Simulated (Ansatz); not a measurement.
Computed with Ansatz on PBE0-D4/def2-TZVP structures; ΔE is electronic, products minus reactants. CCSD(T)/CBS adds triple-zeta CCSD(T) − MP2 to the extrapolated MP2 energy (def2 sets, frozen cores). This one scheme is used for every species, atoms too. Functionals use def2-TZVPP. B3LYP here is the variant with VWN-RPA as its local correlation; programs differ in this. No spin–orbit coupling; open shells (•) take unrestricted orbitals. Spin–orbit coupling would lower the free atoms: a little for C, F, O, Si. One conformer a species, not always the lowest.

`OC(O)(F)N[SiH3]` → C• + F• + 6 H• + N• + 2 O• + Si•  (atomization)

(1) What is ΔE at CCSD(T)/CBS? (Best estimate.)

(2) What do these levels give: PBE0-D4, B3LYP-D4, ωB97M-V, B2PLYP, PBE0, B3LYP? (An estimate is asked.)

Largest T1 diagnostic among the species: 0.012.

Results:

(1) Computed: +1043.8 kcal/mol.

(2) Computed: PBE0-D4 1037.4, B3LYP-D4 1038.6, ωB97M-V 1047.7, B2PLYP 1027.9, PBE0 1032.5, B3LYP 1029.3 kcal/mol.

From PBE to PBE0 (25 % exact exchange), in def2-TZVPP and without D4, ΔE moves by −27.9 kcal/mol: exact exchange takes away binding that semilocal exchange gives to molecules. The D4 term adds +9.2 kcal/mol with B3LYP and +4.8 kcal/mol with PBE0; it sums over pairs of atoms, weighted by their polarisabilities, and B3LYP, whose exchange is more repulsive, gets the larger term. In def2-TZVPP, CCSD(T) changes the Hartree–Fock value by +305.4 kcal/mol (the triples alone add +18.3 kcal/mol) and MP2 by +330.0 kcal/mol; breaking electron pairs costs correlation energy, which Hartree–Fock lacks.

For atomizations the MP2-based limit and the directly extrapolated one differ by several kJ/mol either way, and by 10 to 25 for some Ge, Se and Sn compounds, so smaller differences from it don't rank the levels.
